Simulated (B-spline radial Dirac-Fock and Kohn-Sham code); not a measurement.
Elastic and transport cross sections of argon for electrons

These are calculated numbers from a radial finite-basis atomic code; the model is relativistic (Dirac) partial waves in the static field of the Dirac-Fock atom with Furness-McCarthy exchange, without polarisation or absorption potentials. Below a few hundred eV the neglected polarisation potential matters, most of all at small angles. σ_tr1 and σ_tr2 weight the cross section with 1 − P₁ and 1 − P₂ of cos θ; "backward" is the share scattered beyond 90°.

| energy (eV) | σ (a₀²) | σ_tr1 (a₀²) | σ_tr2 (a₀²) | σ/σ_tr1 | backward (%) |
| --- | --- | --- | --- | --- | --- |
| 50 | 30.5 | 14.5 | 17.9 | 2.11 | 24 |
| 54.7 | 28.1 | 13.8 | 16.2 | 2.03 | 25 |
| 57.3 | 26.9 | 13.5 | 15.4 | 2.00 | 25 |
| 57.8 | 26.7 | 13.4 | 15.2 | 1.99 | 25 |
| 58.2 | 26.5 | 13.4 | 15.1 | 1.98 | 25 |
| 58.3 | 26.5 | 13.4 | 15.1 | 1.98 | 25 |
| 66.5 | 23.7 | 12.5 | 12.9 | 1.90 | 26 |
| 75.9 | 21.4 | 11.6 | 11.1 | 1.85 | 26 |
| 87.5 | 19.3 | 10.6 | 9.40 | 1.82 | 25 |
| 100 | 17.6 | 9.64 | 8.12 | 1.82 | 24 |
| 192 | 12.0 | 5.42 | 4.58 | 2.22 | 18 |
| 200 | 11.7 | 5.19 | 4.44 | 2.26 | 18 |
| 274 | 9.98 | 3.68 | 3.51 | 2.72 | 15 |
| 300 | 9.53 | 3.31 | 3.27 | 2.88 | 14 |
| 500 | 7.31 | 1.75 | 2.11 | 4.18 | 9.3 |
| 733 | ? | ? | ? | ? | ? |
| 742 | 5.87 | 1.03 | 1.43 | 5.72 | 6.4 |
| 1000 | 4.92 | 0.673 | 1.03 | 7.32 | 4.6 |

**Question.** Fill in the row for 733 eV.

**Answer.** σ = 5.91 a₀², σ_tr1 = 1.04 a₀², σ_tr2 = 1.45 a₀², σ/σ_tr1 = 5.66, backward 6.4 %. The ratio σ/σ_tr1 is roughly the number of elastic collisions that randomise the direction.
